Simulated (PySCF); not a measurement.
Electric properties by functional and basis

CH9PSi2.
Z-matrix (Å and degrees, PBE0-D3(BJ)/def2-SVP geometry), rows numbered from 1:
```
Si
C   1  1.8833
Si  2  1.8810  1  115.01
P   3  2.2690  2  109.26  1  -177.59
H   1  1.4953  2  110.17  3   -60.85
H   1  1.4956  2  110.84  3   179.04
H   1  1.4952  2  110.29  3    58.77
H   2  1.1040  1  108.45  3   122.05
H   2  1.1036  1  108.88  3  -122.04
H   3  1.4958  2  110.13  1   -60.44
H   3  1.4968  2  109.94  1    58.55
H   4  1.4296  3   93.74  2   -76.88
H   4  1.4282  3   93.87  2  -170.72
```

PySCF, dipoles from the SCF density, polarisabilities from static response with core orbitals frozen. The structure is a single PBE0-D3(BJ)/def2-SVP conformer in the gas phase; no vibrational or solvent corrections.

The anisotropy is √(½[(α1 − α2)² + (α2 − α3)² + (α3 − α1)²]).

| level | μ (D) | α (Å³) | anisotropy (Å³) |
| --- | --- | --- | --- |
| LDA/def2-SVPD | 0.605 | 15.55 | 7.01 |
| PBE/def2-SVPD | 0.598 | 15.18 | 6.81 |
| B3LYP/def2-SVPD | 0.571 | 14.72 | 6.25 |
| PBE0/def2-SVPD | 0.603 | 14.66 | 6.26 |
| BHandHLYP/def2-SVPD | 0.576 | 14.20 | 5.72 |
| CAM-B3LYP/def2-SVPD | 0.578 | 14.48 | 5.88 |
| wB97X-D/def2-SVPD | 0.606 | 14.49 | 5.94 |
| LC-wPBE/def2-SVPD | 0.631 | 14.16 | 5.63 |
| HF/def2-SVPD | 0.612 | 13.64 | 5.06 |
| PBE0/6-31G* | 0.746 | 11.95 | 5.51 |
| PBE0/6-31+G* | 0.702 | 13.23 | 5.53 |
| PBE0/def2-SVP | 0.680 | 12.62 | 5.15 |
| PBE0/aug-cc-pVDZ | 0.606 | 15.00 | 6.41 |
| PBE0/def2-TZVP | 0.619 | 14.09 | 6.14 |
| PBE0/def2-TZVPD | 0.603 | 14.90 | 6.38 |

The dipole runs from 0.57 D (B3LYP/def2-SVPD) to 0.75 D (PBE0/6-31G*). No reference polarisability is at hand; against PBE0 in the largest diffuse basis at hand (def2-TZVPD) the other PBE0 rows deviate by 6-31G* -20%, 6-31+G* -11%, def2-SVP -15%, def2-SVPD -2%, aug-cc-pVDZ +1%, def2-TZVP -5%. In one basis (def2-SVPD) the functionals order the polarisability from HF (lowest) to LDA (highest), a spread of 14%. With PBE0 the polarisability is 12.89 Å³ without diffuse functions (mean of 6-31G*, def2-SVP and def2-TZVP) and 14.45 Å³ with them (mean of 6-31+G*, def2-SVPD, aug-cc-pVDZ and def2-TZVPD).

Without π bonds the low states are Rydberg-like; a valence basis with one diffuse set may place them up to an eV too high.
